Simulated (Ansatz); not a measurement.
The pair A = NH3 (SMILES N) (first 4 atoms), B = C2H6O (SMILES CCO); geometry from B3LYP-D3(BJ)/def2-TZVP.
(charge 0, multiplicity 1):
| atom | x (Å) | y (Å) | z (Å) |
|---|---|---|---|
| N | 0.0276 | -0.0664 | 0.4609 |
| H | -0.9204 | -0.3453 | 0.2349 |
| H | 0.2749 | 0.7025 | -0.1520 |
| H | 0.6387 | -0.8444 | 0.2399 |
| C | -0.1183 | -1.2510 | 4.2242 |
| C | -0.5005 | 0.2131 | 4.0476 |
| O | 0.3836 | 0.9132 | 3.1942 |
| H | -0.7905 | -1.7491 | 4.9283 |
| H | 0.9026 | -1.3335 | 4.6010 |
| H | -0.1721 | -1.7842 | 3.2717 |
| H | -1.5361 | 0.2840 | 3.6845 |
| H | -0.4669 | 0.7240 | 5.0128 |
| H | 0.2772 | 0.5632 | 2.2883 |

Correlated levels freeze the cores. MP2 and its Hartree–Fock in aug-cc-pVTZ are density fitted.

Programs: Ansatz (an electronic-structure program). Values without a source in brackets are computed.

The counterpoise-corrected interaction energy is E(AB) − E(A in the pair's basis) − E(B in the pair's basis). Total energies (hartree):

```tsv
level	AB	A in the pair's basis	B in the pair's basis
HF/aug-cc-pVDZ	-210.3171102	-56.2059692	-154.1048226
MP2/aug-cc-pVDZ	-211.0294295	-56.4063515	-154.6133387
HF/aug-cc-pVTZ	-210.3708061	-56.2202939	-154.1441274
MP2/aug-cc-pVTZ	-211.2293368	-56.4609319	-154.7578458
CCSD(T)/aug-cc-pVDZ	-211.1019041	-56.4268615	-154.6655489
```

Q: Work out the counterpoise-corrected interaction energy at the basis-set limit: extrapolate the MP2 correlation part as X⁻³, take Hartree–Fock from the larger set, and add the CCSD(T) − MP2 difference of aug-cc-pVDZ.

A: 
1. Differences (1 hartree = 627.509 kcal/mol): HF/aug-cc-pVDZ -3.965; MP2/aug-cc-pVDZ -6.112; HF/aug-cc-pVTZ -4.007; MP2/aug-cc-pVTZ -6.626; CCSD(T)/aug-cc-pVDZ -5.957.
2. Correlation parts, MP2 less HF: -2.147 in aug-cc-pVDZ (X = 2), -2.619 in aug-cc-pVTZ (X = 3).
3. Limit (3³·(-2.619) − 2³·(-2.147))/(3³ − 2³) = -2.818; with HF/aug-cc-pVTZ it gives -6.825.
4. CCSD(T) less MP2 in aug-cc-pVDZ: 0.154.
Result: -6.67 kcal/mol, against -6.11 at MP2/aug-cc-pVDZ. It is an estimate of this method's limit, not of the exact value.
